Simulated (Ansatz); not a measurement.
Gas-phase electronic energies from Ansatz, PBE0-D4/def2-TZVP geometries. CCSD(T)/CBS is the MP2 limit (def2-TZVPP, def2-QZVPP) plus CCSD(T) − MP2 in def2-TZVPP, frozen cores. Functionals use def2-TZVPP. def2 core potentials past Kr. For Ga, In, Se outer-core shells are correlated without core-valence functions, which leaves a few kJ/mol of doubt a bond. Scalar relativity is left out up to krypton. One conformer a species, not always the lowest.

Reaction (formal exchange of groups at the Se–In bond): `[F][In]([Cl])[SeH]` + `[GaH3]` → `[GaH2][SeH]` + `[F][InH][Cl]`

(1) Is it downhill or uphill in electronic energy at CCSD(T)/CBS, and by how much? (Best estimate.)

(2) What do these levels give: LDA (SPW92), revPBE-D4, ωB97M-V, revPBE, r2SCAN0, LC-ωPBE, RPA@PBE/def2-TZVPP, HF/def2-SVP, SCS-MP2/def2-TZVPP, CCSD/def2-TZVPP, CCSD(T)/def2-TZVPP, HF/def2-QZVPP? (Estimate.)

Largest T1 diagnostic among the species: 0.015.

Answers

(1) Ansatz gave: Downhill: ΔE = -4.2 kcal/mol.

(2) Computed: LDA (SPW92) -6.7, revPBE-D4 -4.7, ωB97M-V -4.6, revPBE -4.8, r2SCAN0 -5.2, LC-ωPBE -5.0, RPA@PBE/def2-TZVPP -4.4, HF/def2-SVP -3.3, SCS-MP2/def2-TZVPP -4.0, CCSD/def2-TZVPP -4.7, CCSD(T)/def2-TZVPP -4.7, HF/def2-QZVPP -3.4 kcal/mol.

Leaving LDA and LC-ωPBE aside and taking each functional with its dispersion term where it has one, the values, not all of them listed here, spread over 1.2 kcal/mol, from r2SCAN-D4 to BHLYP-D4. LDA lies −1.5 kcal/mol from PBE without D4. At CCSD(T), def2-SVP lies +0.9 kcal/mol from the extrapolated value and def2-TZVPP −0.5 kcal/mol.
